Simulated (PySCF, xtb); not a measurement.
1-bromo-1-fluoropropa-1,2-diene (C₃H₂BrF), SMILES C=C=C(F)Br.

GFN2-xTB run with xtb at its own geometry gives an orbital gap of 3.75 eV and a dipole moment of 3.70 D.

Geometry optimised at PBE0-D3(BJ)/def2-SVP.

### Question
What does CAM-B3LYP/def2-TZVP (PySCF) give? (An estimate is asked for; the answer gives what the named calculation found.)

### Answer
gap 8.42 eV (levels -8.62 and -0.20 eV), dipole 1.97 D.
